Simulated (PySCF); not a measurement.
C2H7N, charge +1, doublet, at a GFN2-xTB geometry (a state made from the parent by changing its charge; the spin is typed, not shown lowest). Base run: M062X/cc-pVDZ (PySCF).

Geometry (Å):
```xyz
10

C      1.2135     0.2776     0.1743
N      0.0375    -0.2628    -0.3500
C     -1.2478    -0.0368     0.1465
H      1.9287    -0.5178     0.4380
H      1.0168     0.9024     1.0448
H      1.7520     0.8631    -0.5886
H      0.1244    -0.8709    -1.1601
H     -1.7345    -0.9855     0.4255
H     -1.9073     0.3677    -0.6379
H     -1.2364     0.6355     1.0037
```
Charge +1, spin multiplicity 2.
Orbitals are unrestricted.
All else is at PySCF's defaults.
Base energy -134.78935 Eh.

Variants of this job, named by their change:

```tsv
change	ΔE vs base (mEh)	grid points	electrons on the grid
base	0.000	110800	24.99998
grids.level = 2	-0.016	71016	24.99998
grids.prune = dft.gen_grid.treutler_prune	0.001	94848	24.99998
grids.prune = dft.gen_grid.sg1_prune	-0.139	49176	25.00007
grids.radi_method = gauss_chebyshev	0.027	108600	24.99998
grids.atom_grid = (150, 974)	-0.005	814800	25.00000
grids.atom_grid = (99, 590)	-0.005	325800	25.00000
grids.becke_scheme = stratmann	0.003	110800	24.99998
grids.level = 0	-36.424	7576	25.00320
grids.atom_grid = (75, 302)	0.001	146008	24.99998
grids.radi_method = mura_knowles	-0.004	106480	24.99998
```

Open shells are given as the SCF converged; they aren't shown to be the lowest states, and a large step between rows can be another state.
